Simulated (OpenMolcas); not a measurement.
An OpenMolcas run meant for Mn5+ (ANO-RCC-VTZP, X2C; inactive shells 1s 2s 2p 3s 3p; intended active space 2 electrons in 5 orbitals (3d)). One step of its input:

```
&RASSCF
FileOrb=start.orb
Symmetry=1
Spin=4
nActEl=2 0 0
Inactive=3 6
Ras2=5 0
CIRoot=10 10 1
SDav=10
CIMx=300
Iter=96 100
PrWF=0.3
OrbListing=Nothing
MaxOrb=0
Atom
>>> COPY $Project.JobIph JOB001
```

Lines from the output:

```
--- SEWARD ---
Basis set label: MN.ANO-RCC...6S5P3D2F1G.

      Electronic valence basis set:
      ------------------
      Associated Effective Charge  25.000000 au
      Associated Actual Charge     25.000000 au
      Nuclear Model: Point charge

      Shell  nPrim  nBasis  Cartesian Spherical Contaminant
         s      21       6        X
         p      15       5        X
         d      10       3                 X
         f       6       2                 X
         g       4       1                 X
RX2C
                  Relativistic X2C integrals
                  Atomic mean-field integrals
--- RASSCF ---

 Nr of active orbitals     NAC=   5
 Spin degeneracy         ISPIN=   4
 There can be no such wave function.
 ************************************************
--- Stop Module: rasscf at  /rc=_RC_INPUT_ERROR_ ---
.####################.
.# User input error #.
.####################.
```

Problem. What is wrong with the input?

Solution. The spin multiplicity does not fit the number of active electrons: an even count needs an odd multiplicity and the reverse.
